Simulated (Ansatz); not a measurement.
Consider the ligand exchange at the Si–C bond: `C=C[SiH](O)F` + H₂S → `O[SiH](F)S` + `C=C`.

Isolated molecules relaxed with PBE0-D4/def2-TZVP in Ansatz; ΔE leaves out vibrations. CCSD(T)/CBS adds triple-zeta CCSD(T) − MP2 to the extrapolated MP2 energy (def2 sets, frozen cores). This one scheme is used for every species. DFT in def2-TZVPP. One conformer a species, not always the lowest.

```json
{"level": "PBE-D4", "ΔE (eV)": "-0.62"}
{"level": "B97M-V", "ΔE (eV)": "-0.63"}
{"level": "PBE0-D4", "ΔE (eV)": "-0.62"}
{"level": "r2SCANh-D4", "ΔE (eV)": "-0.63"}
{"level": "r2SCAN0-D4", "ΔE (eV)": "-0.63"}
{"level": "B2PLYP", "ΔE (eV)": "-0.60"}
{"level": "CCSD(T)/def2-SVP", "ΔE (eV)": "-0.50"}
{"level": "MP2/def2-QZVPP", "ΔE (eV)": "-0.61"}
```

Question: What does CCSD(T)/CBS give? (Estimate.)

Answer: Computed: -0.60 eV. The listed levels differ from it by -0.02, -0.03, -0.02, -0.03, -0.03, 0.00, 0.10, -0.01 eV.

Question: What do rigid-rotor, harmonic-oscillator terms from PBE0-D4/def2-TZVP frequencies (298.15 K, 1 bar) make of the CCSD(T)/CBS value? (An estimate is asked.)

Answer: The calculation gave: ΔZPE = +0.08 eV, ΔH = -0.53 eV, ΔS = 0 J/(mol·K), ΔG = -0.53 eV.

Largest T1 diagnostic among the species: 0.012.

Leaving LDA and LC-ωPBE aside and taking each functional with its dispersion term where it has one, the values, not all of them listed here, spread over 0.06 eV, from r2SCAN-D4 to CAM-B3LYP-D4. LDA lies +0.03 eV from PBE without D4. At CCSD(T), def2-SVP lies +0.10 eV from the extrapolated value and def2-TZVPP +0.03 eV.

CCSD(T)/CBS has its own doubt, a few kJ/mol and more with outer-core shells, so smaller differences from it don't rank the levels.
